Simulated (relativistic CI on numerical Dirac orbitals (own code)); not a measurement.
# Ru I: computed level list

Computed by Dirac-Coulomb-Breit CI, separate exchange-only KLI orbitals for each configuration, model QED (radiative potential, 1s self-energy scaled to tabulated hydrogen-like ionisation energies), valence Slater integrals scaled by 0.85, P86 correlation estimate, and configurations built on the next ion tied to the tabulated ionisation energy (semi-empirical) (own radial code, finite nucleus).

Configurations in the expansion (outside the closed core [Kr]): 4d⁷5s, 4d⁶5s², 4d⁷5p, 4d⁸, 4d⁷5d, 4d⁷6s, 4d⁷4f, 4d⁷5f, 4d⁶5s5p, 4d⁷6p, 4d⁷7s, 4d⁷7p, 4d⁷6d, 4d⁷5g, 4d⁷7d, 4d⁷6g, 4d⁵5s5p², 4d⁶5s7s, 4d⁶5s4f, 4d⁶5s7p, 4d⁶5s6d, 4d⁵5s²5p, 4d⁶5p², 4d⁶5s5g. Levels of other configurations are missing.

```tsv
No.	Configuration	Term	J	E (cm⁻¹)	%	Landé g	jj configuration (%)
1	4d⁷5s	⁵F	5	0.0	97	1.398	4d5/2^3 5s (57)
2	4d⁷5s	⁵F	4	1121.7	98	1.348	4d3/2^3 4d5/2^4 5s (72)
3	4d⁷5s	⁵F	3	1971.4	98	1.249	4d3/2^3 4d5/2^4 5s (47)
4	4d⁷5s	⁵F	2	2565.7	97	1.001	4d3/2^2 4d5/2^5 5s (54)
5	4d⁷5s	⁵F	1	2943.1	97	0.005	4d3/2^2 4d5/2^5 5s (34)
6	4d⁶5s²‡	⁵D	4	6849.6	78	1.457	4d3/2^3 4d5/2^3 (39)
7	4d⁷5s	³F	4	7878.2	76	1.282	4d5/2^3 5s (42)
8	4d⁶5s²‡	⁵D	3	8002.1	89	1.481	4d3/2^3 4d5/2^3 (53)
9	4d⁶5s²‡	⁵D	2	8476.1	81	1.492	4d3/2^2 4d5/2^4 (45)
10	4d⁶5s²‡	⁵D	1	8924.3	87	1.503	4d3/2^3 4d5/2^3 (48)
11	4d⁶5s²‡	⁵D	0	9125.9	89		4d3/2^2 4d5/2^4 (64)
12	4d⁷5s	³F	3	9199.6	86	1.101	4d3/2^3 4d5/2^4 5s (54)
13	4d⁷5s	³F	2	9878.2	38	1.216	4d5/2^3 5s (45)
14	4d⁷5s	³F	2	10116.7	48	1.159	4d3/2^3 4d5/2^4 5s (56)
15	4d⁷5s	⁵P	3	10376.8	97	1.661	4d3/2^3 4d5/2^4 5s (60)
16	4d⁷5s	⁵P	1	10979.2	77	2.289	4d3/2^3 4d5/2^4 5s (66)
17	4d⁷5s	⁵P	2	12138.2	40	1.613	4d3/2^2 4d5/2^5 5s (39)
18	4d⁷5s	³G	5	12408.6	88	1.193	4d5/2^3 5s (37)
19	4d⁷5s	³G	4	13022.0	82	1.042	4d3/2^3 4d5/2^4 5s (51)
20	4d⁷5s	³P	1	13397.9	51	1.661	4d3/2^2 4d5/2^5 5s (57)
21	4d⁷5s	³P	0	13570.0	71		4d3/2^3 4d5/2^4 5s (37)
22	4d⁷5s	³G	3	13760.9	91	0.759	4d3/2^2 4d5/2^5 5s (47)
23	4d⁸	³F	4	14827.5	74	1.229	4d5/2^4 (59)
24	4d⁷5s	¹G	4	15625.0	56	0.981	4d3/2^3 4d5/2^4 5s (44)
25	4d⁷5s	³P	2	15742.9	36	1.201	4d5/2^3 5s (26)
26	4d⁷5s	³H	6	15873.0	89	1.167	4d3/2^3 4d5/2^4 5s (89)
27	4d⁷5s	³P	1	16018.2	66	1.403	4d5/2^3 5s (43)
28	4d⁸	³F	3	16102.3	75	1.082	4d3/2^3 4d5/2^5 (75)
29	4d⁷5s	³H	5	16497.8	83	1.040	4d3/2^3 4d5/2^4 5s (58)
30	4d⁸	³F	2	16683.4	35	1.044	4d3/2^3 4d5/2^4 5s (29)
31	4d⁷5s	³P	0	16737.1	77		4d3/2^3 4d5/2^4 5s (48)
32	4d⁷5s	³D	3	16921.6	90	1.332	4d3/2^3 4d5/2^4 5s (41)
33	4d⁷5s	³D	2	17209.7	35	0.967	4d3/2^3 4d5/2^4 5s (36)
34	4d⁷5s	³H	4	17488.3	61	0.859	4d3/2^2 4d5/2^5 5s (74)
35	4d⁷5s	³D	1	17842.2	71	0.671	4d3/2^3 4d5/2^4 5s (32)
36	4d⁷5s	³D	2	18360.8	44	1.140	4d3/2 4d5/2^6 5s (49)
37	4d⁷5s	¹H	5	21036.3	88	1.007	4d3/2^3 4d5/2^4 5s (60)
38	4d⁶5s5p‡	⁷D°	5	21330.8	95	1.595	4d3/2^3 4d5/2^3 5s 5p3/2 (33)
39	4d⁶5s²‡	³H	6	21495.4	83	1.162	4d3/2^3 4d5/2^3 (64)
40	4d⁶5s5p‡	⁷D°	4	21642.7	90	1.647	4d3/2^3 4d5/2^3 5s 5p1/2 (28)
41	4d⁷5s	¹P	1	21747.7	78	0.973	4d3/2^2 4d5/2^5 5s (39)
42	4d⁶5s²‡	³H	4	21844.7	53	0.915	4d5/2^2 (33)
43	4d⁶5s²‡	³H	5	22009.0	69	1.045	4d3/2^3 4d5/2^3 (49)
44	4d⁶5s5p‡	⁷D°	3	22139.3	92	1.745	4d3/2^3 4d5/2^3 5s 5p1/2 (32)
45	4d⁶5s5p‡	⁷D°	2	22555.0	95	1.991	4d3/2^2 4d5/2^4 5s 5p1/2 (31)
46	4d⁶5s5p‡	⁷D°	1	22853.3	98	2.982	4d3/2^2 4d5/2^4 5s 5p3/2 (19)
47	4d⁶5s²‡	³F	4	23244.8	46	1.131	4d3/2^2 4d5/2^4 (54)
48	4d⁶5s²‡	³F	3	23525.0	54	1.057	4d3/2^3 4d5/2^3 (37)
49	4d⁶5s²‡	³F	2	23812.8	51	0.678	4d3/2^2 4d5/2^4 (21)
50	4d⁶5s5p‡	⁷F°	6	24487.6	98	1.498	4d3/2^3 4d5/2^3 5s 5p3/2 (48)
51	4d⁶5s5p‡	⁷F°	5	24982.2	94	1.501	4d3/2^3 4d5/2^3 5s 5p3/2 (43)
52	4d⁶5s5p‡	⁷F°	4	25170.3	68	1.558	4d3/2^3 4d5/2^3 5s 5p1/2 (29)
53	4d⁶5s²‡	³G	5	25360.3	81	1.184	4d3/2^2 4d5/2^4 (61)
54	4d⁶5s5p‡	⁷F°	3	25456.0	93	1.509	4d3/2^2 4d5/2^4 5s 5p1/2 (32)
55	4d⁶5s5p‡	⁷P°	4	25551.3	54	1.650	4d3/2^2 4d5/2^4 5s 5p3/2 (32)
56	4d⁶5s²‡	³P	2	25563.3	53	1.481	4d5/2^2 (27)
57	4d⁶5s5p‡	⁷F°	2	25582.3	95	1.509	4d3/2^2 4d5/2^4 5s 5p1/2 (25)
58	4d⁶5s5p‡	⁷F°	1	25646.4	97	1.511	4d3/2^2 4d5/2^4 5s 5p1/2 (30)
59	4d⁶5s5p‡	⁷F°	0	25671.7	98		4d3/2^2 4d5/2^4 5s 5p1/2 (41)
60	4d⁶5s²‡	³G	4	25981.6	74	1.064	4d3/2^2 4d5/2^4 (33)
61	4d⁶5s²‡	³G	3	26137.6	71	0.817	4d3/2^2 4d5/2^4 (41)
62	4d⁷5p	⁵D°	4	26464.4	51	1.519	4d5/2^3 5p1/2 (30)
63	4d⁶5s5p‡	⁷P°	3	26703.4	84	1.868	4d3/2^2 4d5/2^4 5s 5p3/2 (29)
64	4d⁷5p	⁵F°	5	27061.2	77	1.397	4d5/2^3 5p3/2 (29)
65	4d⁸	¹D	2	27230.0	42	1.163	4d5/2^4 (61)
66	4d⁷5p	⁵D°	3	27421.2	51	1.503	4d3/2^3 4d5/2^4 5p1/2 (28)
67	4d⁶5s5p‡	⁷P°	2	27449.0	92	2.308	4d3/2^2 4d5/2^4 5s 5p3/2 (37)
68	4d⁷5s	¹F	3	27588.0	70	0.986	4d3/2^3 4d5/2^4 5s (48)
69	4d⁶5s²‡	¹G	4	27657.2	37	1.061	4d3/2^2 4d5/2^4 (24)
70	4d⁶5s²‡	³P	1	28016.8	42	1.423	4d3/2 4d5/2^5 (27)
```

Energies count from the lowest computed level; ° marks odd parity. Filled j subshells are mostly left out of the jj labels. ‡ marks configurations that were not tied to measured data.

The mean weight of the leading LS term, summed over parents, in these 70 levels is 74 %, and that of the leading jj configuration (from the same eigenvectors) 44 %, so LS coupling describes them better.

Configurations that consist of the next ion and one excited electron were tied to the tabulated ionisation energy; Rydberg ones are usually within 1,000 to 3,000 cm⁻¹ and the lowest ones within about 6,000 (9,000 in d shells), while levels on excited terms of the next ion carry the error of that term, and the other configurations can be misplaced by 10,000 cm⁻¹ or more. Rates follow the energies as ν³ (E1, M1) or ν⁵ (E2), so rates, branching and lifetimes can be off by large factors. The fine structure of a lone outer electron comes out too small, for d and f at times inverted, and misplaced configurations move strength between like terms. 26 of the 36 excited levels that our extract of the measured tables holds in this range could be paired (the sources list more); they are missed by 571 cm⁻¹ on average and 1606 at most, and levels without a partner can miss by more.

Landé's interval rule says that E(J) − E(J−1) = AJ with one A. For the ground term the intervals give A = -188.7, -198.1, -212.4, -224.3 cm⁻¹ for J = 2, 3, 4, 5; the multiplet is inverted.

LS names give the leading component of a level, which can be under half, so a name can repeat, a term be missing and a line seem to break the LS rules.
